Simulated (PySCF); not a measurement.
# EPR parameters of C8H6N

Species: C8H6N (doublet state).
SMILES with atom numbers: `[CH2:1]=[C:2]1[C:3]=[C:4]([CH2:5][C:6]#[N:7])[CH:8]=[CH:9]1` (hydrogens: H10, H11 on C1; H12, H13 on C5; H14 on C8; H15 on C9)

Structure used (GFN2-xTB), in Å, numbered top down from 1:
```xyz
15
C8H6N angstrom
C     -2.812    0.955    0.162
C     -1.600    0.421    0.011
C     -0.457    0.496    0.899
C      0.585   -0.182    0.419
C      1.953   -0.386    0.987
C      2.941    0.175    0.097
N      3.706    0.620   -0.625
C      0.157   -0.741   -0.882
C     -1.118   -0.392   -1.119
H     -3.580    0.817   -0.581
H     -3.069    1.542    1.027
H      2.161   -1.457    1.099
H      2.038    0.096    1.964
H      0.811   -1.324   -1.506
H     -1.721   -0.632   -1.975
```

The hyperfine couplings belong to this conformer and change with its torsions.

Computed with PySCF, UKS B3LYP, pcH-1 on C H N, non-relativistic, mean-field spin-orbit, GIAO. Isolated species at its GFN2-xTB geometry (one conformer only). A GFN2-xTB geometry isn't a minimum of the functional, and hyperfine couplings can be far from their values at a DFT geometry. The SCF solution wasn't tested for stability.

| Item | Value |
| --- | --- |
| g1, g2, g3 | 2.00165, 2.00214, 2.00268 |
| g_iso | 2.00216 |
| Form of g | rhombic: the two nearest values differ by 48 % of g3 − g1 |
| ⟨S²⟩ | 0.7657 (exact 0.7500) |
| HOMO–LUMO gap, α and β orbitals | 4.25, 3.29 eV |
| Total energy | -363.07423 Eh |

Hyperfine couplings atom by atom, in mT; T1 to T3 are the principal values of the dipolar part; ρ(0) is the spin density at the nucleus (MHz turned into mT with g_iso):

| atom | isotope | a_iso | T1 | T2 | T3 | Mulliken spin population | ρ(0) (bohr⁻³) |
| --- | --- | --- | --- | --- | --- | --- | --- |
| C1 | 13C | 0.25 | -0.06 | -0.02 | 0.08 | 0.01 | 0.0061 |
| C2 | 13C | 1.69 | -0.29 | -0.21 | 0.50 | -0.02 | 0.0420 |
| C3 | 13C | 16.43 | -2.85 | -1.89 | 4.74 | 1.05 | 0.4095 |
| C4 | 13C | 0.85 | -0.85 | 0.05 | 0.80 | -0.14 | 0.0211 |
| C5 | 13C | 0.68 | -0.07 | -0.06 | 0.13 | 0.02 | 0.0169 |
| C6 | 13C | -0.27 | -0.02 | 0.00 | 0.02 | 0.00 | -0.0067 |
| N7 | 14N | 0.00 | -0.01 | 0.00 | 0.01 | 0.00 | -0.0001 |
| C8 | 13C | 2.14 | -0.24 | -0.02 | 0.26 | 0.09 | 0.0533 |
| C9 | 13C | 1.20 | -0.44 | 0.04 | 0.40 | -0.02 | 0.0300 |
| H10 | 1H | -0.12 | -0.06 | -0.06 | 0.13 | 0.00 | -0.0008 |
| H11 | 1H | -0.02 | -0.13 | -0.11 | 0.25 | 0.00 | -0.0001 |
| H12 | 1H | -0.36 | -0.07 | -0.06 | 0.13 | 0.00 | -0.0023 |
| H13 | 1H | -0.06 | -0.15 | -0.11 | 0.26 | 0.00 | -0.0004 |
| H14 | 1H | 0.50 | -0.12 | -0.09 | 0.21 | 0.01 | 0.0032 |
| H15 | 1H | 0.50 | -0.12 | 0.02 | 0.10 | 0.01 | 0.0031 |

The Mulliken spin populations are largest on C3 (+1.05), C4 (-0.14) and C8 (+0.09). C3 is the only atom above +0.15. The positive populations add up to 1.19 and the negative ones to -0.19, together 2S = 1.

Axes: g1 points within 7° of the C4–C5 bond.

Under fast tumbling the dipolar parts average out, and these isotropic splittings remain: 1 × 1H (H14, I = 1/2, 2 lines) with 0.50 mT, 1 × 1H (H15, I = 1/2, 2 lines) with 0.50 mT, 2 × 1H (H12/H13, I = 1/2, 3 lines) with 0.21 mT and 1 × 1H (H10, I = 1/2, 2 lines) with 0.12 mT.

Means are taken over nuclei equivalent by connectivity, which assumes that they swap fast. The 1H value of -5.9 MHz is a mean of couplings from -10.1 to -1.7 MHz in this one geometry, not an average over conformers.

The 13C coupling of C3 (460.4 MHz) shows only in satellite lines or after enrichment, since that isotope makes up about 1.07 % of natural carbon.

Examples of negative spin density at the nucleus (bohr⁻³): C6 (-0.0067).

Time: 90 s wall (with the writing of density and orbital grids); peak memory 1.1 GiB. Hardware: Arm Neoverse V1, one thread, shared host with 32 logical CPUs at a one-minute load of 20.
